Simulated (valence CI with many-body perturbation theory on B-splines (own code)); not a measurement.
**Tl LXXVI: fill in the table**

Method: configuration interaction combined with many-body perturbation theory (CI+MBPT): four valence electrons over a frozen Dirac-Fock core [He], a basis of 11 s, 11 p, 10 d, 8 f, 5 g, 2 h functions for each j, with the one-electron correlation potential Σ1 (screened to all orders), the two-electron term Σ2, the three-electron term Σ3, Breit, model QED; selected single and double excitations, second order for the rest, scaled by the run's own slope (own B-spline code, finite nucleus).

The last digits are not significant, and no measured levels were compared; by estimate large intervals hold to a few tenths of a per cent, small ones and those within an open d or f shell to about a per cent. Among the levels kept, up to 1200 cm⁻¹ of a level comes from second order outside the variational space, and about a tenth of that is noise between levels of different J, which matters for small intervals.

| Level | E (eV) |
| --- | --- |
| (2s^2 2p1/2^2) J=0 | 0.0 |
| (2s^2 2p1/2 2p3/2) J=1 | 2156.1 |
| (2s^2 2p1/2 2p3/2) J=2 | 2174.2 |
| (2s 2p1/2^2 2p3/2) J=2 | 2508.4 |
| (2s 2p1/2^2 2p3/2) J=1 | 2607.8 |
| (2s^2 2p3/2^2) J=2 | 4361.6 |
| (2s^2 2p3/2^2) J=0 | ? |
| (2s 2p1/2 2p3/2^2) J=2 [a] | ? |
| (2s 2p1/2 2p3/2^2) J=3 | ? |
| (2s 2p1/2 2p3/2^2) J=0 | 4753.9 |
| (2s 2p1/2 2p3/2^2) J=1 [a] | 4779.5 |
| (2s 2p1/2 2p3/2^2) J=2 [b] | 4787.4 |
| (2s 2p1/2 2p3/2^2) J=1 [b] | ? |
| (2p1/2^2 2p3/2^2) J=2 | 5159.8 |
| (2p1/2^2 2p3/2^2) J=0 | 5234.2 |
| (2s 2p3/2^3) J=2 | 6906.5 |
| (2s 2p3/2^3) J=1 | ? |
| (2p1/2 2p3/2^3) J=1 | ? |
| (2p1/2 2p3/2^3) J=2 | 7354.5 |
| (2p3/2^4) J=0 | 9575.2 |

Levels are named by their leading jj configuration (3d3/2^4 stands for four electrons in 3d with j = 3/2), which in mixed levels can hold well under half, so a name can repeat and another be missing. Letters in brackets count levels of one name in rising energy.

The levels stand in rising order. What does the calculation give for the missing energies?

(2s^2 2p3/2^2) J=0 4433.6; (2s 2p1/2 2p3/2^2) J=2 [a] 4632.8; (2s 2p1/2 2p3/2^2) J=3 4679.0; (2s 2p1/2 2p3/2^2) J=1 [b] 4792.8; (2s 2p3/2^3) J=1 7004.7; (2p1/2 2p3/2^3) J=1 7336.3.
